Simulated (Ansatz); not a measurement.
Consider the atomization: `OC1C[SiH2]N1` → 2 C• + 7 H• + N• + O• + Si•.

Gas-phase electronic energies from Ansatz, PBE0-D4/def2-TZVP geometries. CBS: MP2 limit from def2 TZ/QZ plus the TZ coupled-cluster correction, frozen cores. This one scheme is used for every species, atoms too. For atomizations the MP2-based limit and the directly extrapolated one differ by several kJ/mol either way, and by 10 to 25 for some Ge, Se and Sn compounds, so smaller differences from it don't rank the levels. DFT in def2-TZVPP. Open shells (•) are unrestricted, without spin–orbit coupling. Spin–orbit coupling would lower the free atoms: a little for C, O, Si. One conformer a species, not always the lowest.

CCSD(T)/CBS gives +1067.9 kcal/mol.

Another level gave +1072.5 kcal/mol. Which?
A. HF/def2-TZVPP
B. B2PLYP/def2-TZVPP
C. BLYP/def2-TZVPP
D. ωB97M-V/def2-TZVPP

D. ωB97M-V 1072.5, HF/def2-TZVPP 751.1, BLYP 1052.2, B2PLYP 1054.6 kcal/mol.

What do rigid-rotor, harmonic-oscillator terms from PBE0-D4/def2-TZVP frequencies (298.15 K, 1 bar) make of the CCSD(T)/CBS value? (An estimate is asked.)

Computed: ΔZPE = -58.2 kcal/mol, ΔH = +1023.1 kcal/mol, ΔS = 1279 J/(mol·K), ΔG = +931.9 kcal/mol. Open shells count their whole term as degenerate.

Largest T1 diagnostic among the species: 0.012.

From BLYP to BHLYP (50 % exact exchange), in def2-TZVPP and without D4, ΔE moves by −25.5 kcal/mol: exact exchange takes away binding that semilocal exchange gives to molecules. The D4 term adds +9.5 kcal/mol with B3LYP and +4.9 kcal/mol with PBE0; it sums over pairs of atoms, weighted by their polarisabilities, and B3LYP, whose exchange is more repulsive, gets the larger term. In def2-TZVPP, CCSD(T) changes the Hartree–Fock value by +285.8 kcal/mol (the triples alone add +16.5 kcal/mol) and MP2 by +303.2 kcal/mol; breaking electron pairs costs correlation energy, which Hartree–Fock lacks.

B3LYP here is the variant with VWN-RPA as its local correlation; programs differ in this.
